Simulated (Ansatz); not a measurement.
```yaml
crystal:
  periodic: [false, false, false]
  atoms:
    - {symbol: N, position_ang: [-2.617523, 0.656159, 0.323428]}
    - {symbol: Ge, position_ang: [-0.860873, 1.185494, 0.595235]}
    - {symbol: B, position_ang: [0.424605, -0.371442, 0.178472]}
    - {symbol: C, position_ang: [-0.198716, -1.701396, -0.299874]}
    - {symbol: F, position_ang: [0.714629, -2.714190, -0.600585]}
    - {symbol: Ga, position_ang: [2.486410, -0.198032, 0.237216]}
    - {symbol: Se, position_ang: [3.474922, 0.798241, -1.631802]}
    - {symbol: H, position_ang: [-2.961260, 0.013122, 1.024562]}
    - {symbol: H, position_ang: [-3.265086, 1.432134, 0.279573]}
    - {symbol: H, position_ang: [-0.621633, 2.342093, -0.395443]}
    - {symbol: H, position_ang: [-0.597681, 1.743124, 2.019766]}
    - {symbol: H, position_ang: [-0.893132, -2.093736, 0.459207]}
    - {symbol: H, position_ang: [-0.820611, -1.527174, -1.190999]}
    - {symbol: H, position_ang: [3.533841, -0.571978, 1.335581]}
    - {symbol: H, position_ang: [2.202100, 1.007581, -2.334338]}
basis:
  gaussian: {orbitals: def2-TZVPD, final_grid: {core_spheres: 1, valence_spheres: 1, degree: 5}}
hamiltonian: {xc: {name: wB97M-V}}
output: {forces: true}
```

```sh
$ ansatz run in.yaml --threads 4 --pin off --events-out ev --progress --plain --max-ram 63488MiB --backend cuda --devices 0, --max-vram 37GiB
```

It prints (some lines left out):

```
Functional definition: wB97M-V
2381 factors; their error is unknown
726 factors; integrals over basis functions are off by at most 2.6e-5 eV
mean field evaluation 1: about -180280.0728 eV, gradient 6.2e1 eV
mean field evaluation 2: about -180280.0447 eV, gradient 6.5e1 eV
mean field evaluation 4: about -180287.0470 eV, gradient 2.0e0 eV
mean field evaluation 16: about -180299.6412 eV, gradient 2.6e-2 eV
mean field -180299.64120013 eV, -6625.8896026186 hartree, gradient 4.7e-5 eV, S^2 0.000000; 0 other end points of the search recorded, 0 dependent functions left out
reference -180299.64140578 eV, -6625.8896101760 hartree; 66, 66 occupied and 322, 322 virtual orbitals, 2381 factors
Total energy: -180299.64140578 eV, -6625.8896101760 hartree
Atom 0 at    -2.617523     0.656159     0.323428 Å, force    -6.077833     0.571422     3.486637 eV/Å
Atom 1 at    -0.860873     1.185494     0.595235 Å, force     2.490434     0.881217    -1.128012 eV/Å
Atom 2 at     0.424605    -0.371442     0.178472 Å, force    -4.525194    -6.822193    -2.960105 eV/Å
Atom 3 at    -0.198716    -1.701396    -0.299874 Å, force     0.620430     4.924386     2.053714 eV/Å
Atom 4 at     0.714629    -2.714190    -0.600585 Å, force    -1.142359     1.635297     0.453895 eV/Å
Atom 5 at     2.486410    -0.198032     0.237216 Å, force     1.820923     0.084097    -0.516076 eV/Å
Atom 6 at     3.474922     0.798241    -1.631802 Å, force    -1.250536     0.429916     0.492203 eV/Å
Atom 7 at    -2.961260     0.013122     1.024562 Å, force     1.077514     2.172264    -2.648231 eV/Å
Atom 8 at    -3.265086     1.432134     0.279573 Å, force     2.539055    -3.368922    -0.647103 eV/Å
Atom 9 at    -0.621633     2.342093    -0.395443 Å, force     0.192652    -0.592891    -0.077796 eV/Å
Atom 10 at    -0.597681     1.743124     2.019766 Å, force     0.293177    -0.323658     0.136691 eV/Å
Atom 11 at    -0.893132    -2.093736     0.459207 Å, force     1.767788     0.963325    -1.978857 eV/Å
Atom 12 at    -0.820611    -1.527174    -1.190999 Å, force     1.460448    -0.153855     2.362513 eV/Å
Atom 13 at     3.533841    -0.571978     1.335581 Å, force     0.570330    -0.303958     0.484976 eV/Å
Atom 14 at     2.202100     1.007581    -2.334338 Å, force     0.163171    -0.096449     0.485552 eV/Å
Dipole moment:    -0.612836     0.161313     0.261634 e Å
```

In this input the integration grid is far too coarse. The calculation finished and met its thresholds. The result belongs to that input, not to the molecule as meant.
